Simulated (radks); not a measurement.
Excited configurations of Tm29+: one electron is placed in a higher orbital outside [Kr] 4d3. The ground configuration is [Kr] 4d4. Calculated with a radial shooting solver on a logarithmic mesh with Libxc functionals: Dirac Kohn-Sham, LDA (Slater exchange, Perdew-Wang correlation), spin-unpolarised, spherical densities, finite nucleus; open shells fill j = l - 1/2 first; Fermi nuclear charge, rms radius 5.2256 fm. Excitation = E - E(ground); binding = E(ion) - E, where the ion is the core of charge +30; n* = 30/sqrt(2 binding) in atomic units. These energies are relativistic, and a one-electron ion of charge +30 with no core already has n* below n in this formula (Dirac formula, point nucleus: 5s1/2 4.979, 5f5/2 4.996, 6s1/2 5.979, 6d3/2 5.991, 7p1/2 6.978). The quantum defect is therefore taken as that value minus n*, so that it holds no relativistic shift of the bare ion.

| outer orbital | excitation (eV) | binding (eV) | n* | quantum defect | eigenvalue (eV) | <r> (bohr) |
|---|---|---|---|---|---|---|
| 5s1/2 | 346.52 | 765.10 | 4.001 | 0.979 | -751.77 | 0.8107 |
| 5f5/2 | 547.74 | 563.89 | 4.660 | 0.336 | -551.86 | 0.8857 |
| 6s1/2 | 624.36 | 487.26 | 5.013 | 0.966 | -479.59 | 1.266 |
| 7p1/2 | 785.29 | 326.33 | 6.126 | 0.853 | -321.31 | 1.854 |

Estimate the row for 6d3/2.

Answer. excitation (eV) 689.94; binding (eV) 421.69; n* 5.389; quantum defect 0.602; eigenvalue (eV) -414.58; <r> (bohr) 1.365. The Delta-SCF ionisation energy is 1111.6 eV (NIST Atomic Spectra Database: 1110 eV, theoretical). Self-interaction in the functional shifts the binding energies and quantum defects, so they are the method's values and not measured ones. Spin polarisation and multiplet splitting are left out, so open shells lie too high by an amount that depends on their filling.

Beside tabulated values, note that spin-unpolarised runs miss the spin-polarisation part of the exchange energy of open shells.
